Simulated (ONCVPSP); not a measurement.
# PBE ONCV dataset for zirconium (Zr), fully relativistic all-electron reference.

```json
{
 "Element": "Zr (Z = 40)",
 "Generator": "ONCVPSP 4.0.1",
 "Type": "optimised norm-conserving Vanderbilt (ONCV)",
 "Functional": "PBE",
 "Relativity": "fully relativistic",
 "Frozen core": "[Ar] 3d10",
 "Valence charge": "12",
 "Reference configuration": "4s2 4p6 4d2 5s1.75 5p0.25",
 "Partial waves": "4s+5s: rc 2.10 bohr, ncon 3, nbas 8, qcut 4.6 1/bohr, 2 projectors; 4p+5p: rc 1.85 bohr, ncon 4, nbas 8, qcut 7.1 1/bohr, 2 projectors; 4d: rc 2.25 bohr, ncon 3, nbas 8, qcut 8.3 1/bohr, 2 projectors, debl 3.2 Ha",
 "Local potential": "polynomial inside 1.60 bohr (lpopt 5, dvloc0 6 Ha)",
 "Core correction": "none"
}
```

Open shells are filled in proportion to 2j + 1.

**Question.** Does the generator finish with these settings?

**Answer.** Yes, a potential is produced and its reference levels are reproduced.

**Question.** Estimate the cutoffs (Ha) at which the residual kinetic energy of the hardest occupied pseudo-wave falls to 1 and 0.1 mHa per electron.

**Answer.** 15 Ha and 19 Ha.

**Question.** Does the potential have ghost states?

**Answer.** No bound ghost flagged; no localised positive-energy state flagged.

**Question.** Tests: 4s2 4p6 4d2 5s2 5p0; 4s2 4p6 4d2 5s1 5p0; 4s2 4p6 4d2 5s0 5p0; 4s2 4p5 4d2 5s2 5p0. Which has the largest error in its energy relative to the reference configuration, and how large is it?

**Answer.** 4s2 4p5 4d2 5s2 5p0, with -5.0 meV (all-electron minus pseudo) on +37.28 eV.
